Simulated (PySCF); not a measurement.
From one molecule to another.

First species: C₅H₁₃NSSi.
SMILES: `CN(CC1CC1)[SiH2]S`

Second species: C5H9F3O2S.
Z-matrix (Å and degrees, GFN2-xTB geometry), rows numbered from 1:
```
C 
C   1  1.5205
C   2  1.5177  1  113.36
C   2  1.5159  1  110.08  3  -125.13
F   4  1.3479  2  112.26  1  -171.08
F   4  1.3476  2  111.38  1    70.93
F   4  1.3294  2  114.29  1   -49.43
S   2  1.8678  1  104.29  3   116.87
C   8  1.8166  2  108.78  1  -171.29
O   8  1.4355  2  105.04  1   -56.88
O   8  1.4305  2  108.53  1    70.24
H   1  1.0868  2  108.78  3   -57.54
H   1  1.0891  2  111.01  3    63.13
H   1  1.0884  2  109.68  3  -175.96
H   3  1.0877  2  108.33  1    68.45
H   3  1.0883  2  111.26  1  -171.21
H   3  1.0892  2  110.68  1   -50.83
H   9  1.0815  8  108.59  2    65.21
H   9  1.0839  8  105.21  2  -176.85
H   9  1.0808  8  110.01  2   -58.04
```

Levels: PBE0/pcSseg-1 for dipole moment, HOMO energy, LUMO energy and HOMO–LUMO gap; GFN2-xTB for rotational constant A and rotational constant C. Geometries: GFN2-xTB. Each structure is a single optimised conformer of the isolated species, non-relativistic unless stated. Electronic properties by PySCF.

The conformers computed, where there is a choice (atom-mapped SMILES and torsion angles):
- `[CH3:1][N:2]([CH2:3][CH:4]1[CH2:5][CH2:6]1)[SiH2:7][SH:8]`: C1–N2–C3–C4 -78°, N2–C3–C4–C5 -86°, C1–N2–Si7–S8 -32°, H–S8–Si7–N2 87°
- `[CH3:1][C:2]([CH3:3])([C:4]([F:5])([F:6])[F:7])[S:8]([CH3:9])(=[O:10])=[O:11]`: C1–C2–C4–F5 -171°, C1–C2–S8–C9 -171°

Problem. Which of the two has the higher dipole moment, and by how much?

Solution. The second: 3.66 D against 2.60 D, a difference of 1.06 D.

Problem. Which has the higher HOMO–LUMO gap?

Solution. The second: 9.13 eV against 6.96 eV, a difference of 2.17 eV.

Problem. Which of the two has the higher rotational constant C, and by how much?

Solution. The second: 0.791 GHz against 0.608 GHz, a difference of 0.183 GHz.

Problem. Which has the higher HOMO energy?

Solution. The first: -6.47 eV against -8.53 eV, a difference of 2.06 eV.

Problem. Which has the higher rotational constant A?

Solution. The first: 3.216 GHz against 1.483 GHz, a difference of 1.733 GHz.

Problem. Which of the two has the higher LUMO energy, and by how much?

Solution. The second: 0.60 eV against 0.49 eV, a difference of 0.11 eV.

On the first: The dipole equals about 8.7 × 10⁻³⁰ C·m (1 D = 3.33564 × 10⁻³⁰ C·m).

On the second: The dipole matches unit charges of opposite sign 0.76 Å apart (1 e·Å = 4.8032 D).
